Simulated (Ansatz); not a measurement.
Consider the ligand exchange at a B–O bond: `C[SiH2]OB[SiH3]` + `C[SeH]` → `C[Se]B[SiH3]` + `C[SiH2]O`.

Program: Ansatz. Geometries: PBE0-D4/def2-TZVP. ΔE: electronic, gas phase. CCSD(T)/CBS is the MP2 limit (def2-TZVPP, def2-QZVPP) plus CCSD(T) − MP2 in def2-TZVPP, frozen cores. This one scheme is used for every species. For Se outer-core shells are correlated without core-valence functions, which leaves a few kJ/mol of doubt a bond. Scalar relativity is left out up to krypton. One conformer a species, not always the lowest.

`C[SiH2]OB[SiH3]`:

Z-matrix (Å, degrees):
```
C
Si 1 1.857
H 1 1.094 2 109.3
H 1 1.092 2 111.6 3 -119.4
H 1 1.092 2 111.6 3 119.4
O 2 1.667 1 112.4 3 -180.0
H 2 1.484 1 111.1 3 61.1
H 2 1.484 1 111.2 3 -61.0
B 6 1.344 2 134.3 1 -0.4
Si 9 2.032 6 120.6 2 -180.0
H 9 1.210 6 119.2 2 0.1
H 10 1.492 9 109.7 6 121.6
H 10 1.492 9 109.7 6 -121.4
H 10 1.489 9 113.8 6 0.1
```

`C[SeH]`:

Z-matrix (Å, degrees):
```
C
Se 1 1.949
H 1 1.088 2 110.6
H 1 1.087 2 110.6 3 -123.3
H 1 1.089 2 106.0 3 118.4
H 2 1.468 1 95.4 3 61.7
```

`C[Se]B[SiH3]`:

Cartesian coordinates in Å:
```
C -0.553 2.450 -0.120
Se -0.217 0.863 0.965
B 0.117 -0.484 -0.306
Si 0.523 -2.335 0.349
H 0.191 3.206 0.126
H -1.549 2.826 0.111
H -0.485 2.177 -1.170
H 0.076 -0.197 -1.465
H 1.863 -2.770 -0.139
H 0.516 -2.435 1.835
H -0.481 -3.300 -0.185
```

`C[SiH2]O`:

Cartesian coordinates in Å:
```
C -0.882 0.543 -0.551
Si 0.575 -0.498 -0.036
O 1.299 0.060 1.340
H -1.302 0.167 -1.489
H -0.584 1.583 -0.704
H -1.675 0.521 0.201
H 1.638 -0.457 -1.071
H 0.121 -1.907 0.149
H 0.811 -0.012 2.161
```

```json
{"species": "`C[SiH2]OB[SiH3]`", "CCSD(T)/CBS(def2) energy (Eh)": "-721.66573"}
{"species": "`C[SeH]`", "CCSD(T)/CBS(def2) energy (Eh)": "-2441.15625"}
{"species": "`C[Se]B[SiH3]`", "CCSD(T)/CBS(def2) energy (Eh)": "-2756.84434"}
{"species": "`C[SiH2]O`", "CCSD(T)/CBS(def2) energy (Eh)": "-405.96945"}
```

Q: Work out ΔE.

A: ΔE = (-2756.84434) + (-405.96945) − (-721.66573) − (-2441.15625) = 0.00819 Eh = +21.5 kJ/mol.

Largest T1 diagnostic among the species: 0.014.

In def2-TZVPP, CCSD(T) changes the Hartree–Fock value by −26.8 kJ/mol (the triples alone add −4.9 kJ/mol) and MP2 by −33.1 kJ/mol. From BLYP to BHLYP (50 % exact exchange), in def2-TZVPP and without D4, ΔE moves by +7.8 kJ/mol. Leaving LDA and LC-ωPBE aside and taking each functional with its dispersion term where it has one, the values, not all of them listed here, spread over 23.3 kJ/mol, from PBE-D4 to CAM-B3LYP-D4.
